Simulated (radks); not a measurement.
Results of a calculation; reference values are marked as such.
Spherical quantum dot in the effective-mass picture: electrons in a hard-walled sphere of radius 2.46, all in effective atomic units (hartree* = m*/eps^2 hartree, bohr* = eps/m* bohr), one dielectric constant everywhere. Level of theory: non-relativistic Kohn-Sham, PBEsol, spin-polarised, spherical densities (a radial shooting solver with Libxc functionals). Levels are named by radial order and angular momentum (1s, 1p, 1d, 2s, ...), and open shells are averaged over m. Results are scaled to m* = 0.396 and eps = 8.9, for which hartree* = 136 meV and bohr* = 1.189 nm. Each electron was tried in the lowest free levels, single moves between levels near the top were tried too, and the lowest total energy was kept; such a search can miss a lower state. At N = 1 the Hartree and exchange-correlation terms need not cancel, so that row can carry a self-interaction error.

| N | open shells | 2S | E (meV) | mu = E(N) - E(N-1) (meV) | addition energy mu(N+1) - mu(N) (meV) | e(HOMO) (meV) | rms radius (nm) |
|---|---|---|---|---|---|---|---|
| 1 | 1s(up 1, down 0) | 1 | 112.601 | 112.60 | 90.63 | 147.27 | 1.564 |
| 2 | none | 0 | 315.832 | 203.23 | 174.4 | 238.00 | 1.614 |
| 3 | 1p(up 1, down 0) | 1 | 693.417 | 377.59 | 69.85 | 411.96 | 1.711 |
| 4 | 1p(up 2, down 0) | 2 | 1140.85 | 447.44 | 71.85 | 483.20 | 1.765 |
| 5 | 1p(up 3, down 0) | 3 | 1660.14 | 519.29 | 93.32 | 555.47 | 1.801 |
| 6 | 1p(up 3, down 1) | 2 | 2272.75 | 612.60 | 68.16 | 646.19 | 1.830 |
| 7 | 1p(up 3, down 2) | 1 | 2953.51 | 680.76 | 70.04 | 715.60 | 1.853 |
| 8 | none | 0 | 3704.31 | 750.80 | 194.9 | 786.10 | 1.873 |
| 9 | 1d(up 1, down 0) | 1 | 4650.05 | 945.74 | 67.75 | 979.52 | 1.900 |
| 10 | 1d(up 2, down 0) | 2 | 5663.54 | 1013.5 | 68.19 | 1047.5 | 1.922 |
| 11 | 1d(up 3, down 0) | 3 | 6745.22 | 1081.7 | 68.43 | 1115.9 | 1.942 |
| 12 | 1d(up 4, down 0) | 4 | 7895.34 | 1150.1 | 68.56 | 1184.4 | 1.958 |
| 13 | 1d(up 5, down 0) | 5 | 9114.01 | 1218.7 | 88.14 | 1253.0 | 1.973 |
| 14 | 1d(up 5, down 1) | 4 | 10420.8 | 1306.8 | 66.68 | 1340.1 | 1.986 |
| 15 | 1d(up 5, down 2) | 3 | 11794.3 | 1373.5 | 67.13 | 1407.0 | 1.998 |
| 16 | 1d(up 5, down 3) | 2 | 13235.0 | 1440.6 | 67.40 | 1474.3 | 2.009 |
| 17 | 1d(up 5, down 4) | 1 | 14743.0 | 1508.0 | 67.57 | 1541.8 | 2.019 |
| 18 | none | 0 | 16318.6 | 1575.6 | 216.5 | 1609.4 | 2.029 |
| 19 | 1f(up 1, down 0) | 1 | 18110.7 | 1792.1 | 66.05 | 1825.1 | 2.040 |
| 20 | 1f(up 2, down 0) | 2 | 19968.8 | 1858.1 | 66.17 | 1891.2 | 2.051 |
| 21 | 1f(up 3, down 0) | 3 | 21893.0 | 1924.3 | 66.26 | 1957.4 | 2.060 |
| 22 | 1f(up 4, down 0) | 4 | 23883.6 | 1990.5 | 66.31 | 2023.7 | 2.069 |
| 23 | 1f(up 5, down 0) | 5 | 25940.4 | 2056.8 | 66.35 | 2090.0 | 2.078 |
| 24 | 1f(up 6, down 0) | 6 | 28063.6 | 2123.2 | 66.37 | 2156.4 | 2.086 |
| 25 | 1f(up 7, down 0) | 7 | 30253.2 | 2189.6 | 84.70 | 2222.7 | 2.093 |
| 26 | 1f(up 7, down 1) | 6 | 32527.4 | 2274.3 | 65.36 | 2306.9 | 2.100 |
| 27 | 1f(up 7, down 2) | 5 | 34867.0 | 2339.6 | 65.49 | 2372.3 | 2.107 |
| 28 | 1f(up 7, down 3) | 4 | 37272.2 | 2405.1 | 65.58 | 2437.9 | 2.113 |
| 29 | 1f(up 7, down 4) | 3 | 39742.8 | 2470.7 | 65.65 | 2503.5 | 2.119 |
| 30 | 1f(up 7, down 5) | 2 | 42279.2 | 2536.3 | 65.70 | 2569.2 | 2.125 |
| 31 | 1f(up 7, down 6) | 1 | 44881.2 | 2602.0 | - | 2634.9 | 2.130 |

All shells are closed at N = 2, 8, 18 (there: 1s2 1p6 1d10); the second difference of the energy has clear peaks (12 % above both neighbours; the first and last values, which can be the largest, are not judged, and half-filled shells can peak too) at N = 2, 5, 8, 13, 18, 25.
